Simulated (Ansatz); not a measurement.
Cost and result for the atomization energy of AlH5O3Si, SMILES `[OH][Al]([OH])[O][SiH3]` (10 atoms, 9 bonds).

Cartesian coordinates in Å:
```
O 1.483 2.237 0.053
Al 0.571 1.001 0.744
O 0.370 1.054 2.416
O -0.102 -0.223 -0.188
Si -0.795 -1.407 -1.052
H 1.647 2.289 -0.886
H -0.133 0.398 2.894
H -1.171 -0.906 -2.402
H 0.151 -2.544 -1.211
H -2.022 -1.897 -0.368
```

Total charge 0; spin multiplicity 1. The geometry is a stationary point of PBE0-D4/def2-TZVP. It is one conformer, not always the lowest. Program: Ansatz. All runs use 4 threads of an Arm Neoverse V2 on a shared host. Times are those of one run each, without the atoms' runs, and a repeat can differ threefold. Electronic energies, without spin–orbit coupling; frozen cores. CCSD(T)/CBS adds CCSD(T) − MP2 in def2-TZVPP to the MP2 limit, and its time is that of the two runs behind it. T1 = 0.012.

CCSD(T)/CBS is a level of theory with its own doubt, some kJ/mol a heavy atom from the limit and from the frozen cores, so smaller differences don't rank the functionals.

| level | functions | wall time |
| --- | --- | --- |
| LDA (SPW92)/def2-TZVPP | 247 | 1.1 s |
| revPBE-D4/def2-TZVPP | 247 | 1.8 s |
| BLYP-D4/def2-TZVPP | 247 | 1.9 s |
| PBE-D4/def2-TZVPP (with forces) | 247 | 2.2 s |
| CAM-B3LYP-D4/def2-TZVPP | 247 | 3.3 s |
| CCSD(T)/def2-SVP | 103 | 3.9 s |
| r2SCANh-D4/def2-TZVPP | 247 | 4.4 s |
| PBE-QIDH/def2-TZVPP | 247 | 5 s |
| B97M-V/def2-TZVPP | 247 | 8 s |
| ωB97M-V/def2-TZVPP (with forces) | 247 | 10 s |
| MP2/def2-QZVPP | 461 | 18 s |
| CCSD(T)/def2-TZVPP | 247 | 2.2 min |
| CCSD(T)/CBS(def2) | – | 2.5 min |

(1) What atomization energy does each give, and how far from CCSD(T)/CBS? (An estimate is asked.)

Results:

(1) The calculation gave: 
```
                           level  atomization (kcal/mol)  difference from CCSD(T)/CBS  per bond
          LDA (SPW92)/def2-TZVPP                  1015.7                        107.5      11.9
            revPBE-D4/def2-TZVPP                   875.5                        -32.7      -3.6
              BLYP-D4/def2-TZVPP                   895.3                        -12.9      -1.4
 PBE-D4/def2-TZVPP (with forces)                   899.2                         -9.0      -1.0
         CAM-B3LYP-D4/def2-TZVPP                   904.2                         -4.0      -0.4
                CCSD(T)/def2-SVP                   832.7                        -75.5      -8.4
           r2SCANh-D4/def2-TZVPP                   893.5                        -14.7      -1.6
             PBE-QIDH/def2-TZVPP                   885.3                        -22.9      -2.5
               B97M-V/def2-TZVPP                   899.8                         -8.4      -0.9
ωB97M-V/def2-TZVPP (with forces)                   902.0                         -6.2      -0.7
                  MP2/def2-QZVPP                   921.2                         13.0       1.4
              CCSD(T)/def2-TZVPP                   880.1                        -28.1      -3.1
               CCSD(T)/CBS(def2)                   908.2                          0.0       0.0
```

From BLYP to BHLYP (50 % exact exchange), in def2-TZVPP and without D4, the atomization energy moves by −23.5 kcal/mol: exact exchange takes away binding that semilocal exchange gives to molecules. In def2-TZVPP, CCSD(T) changes the Hartree–Fock value by +226.5 kcal/mol (the triples alone add +12.1 kcal/mol) and MP2 by +250.5 kcal/mol; breaking electron pairs costs correlation energy, which Hartree–Fock lacks. The D4 term adds +7.0 kcal/mol with B3LYP and +3.7 kcal/mol with PBE0; it sums over pairs of atoms, weighted by their polarisabilities, and B3LYP, whose exchange is more repulsive, gets the larger term.

B3LYP here is the variant with VWN-RPA as its local correlation; programs differ in this.
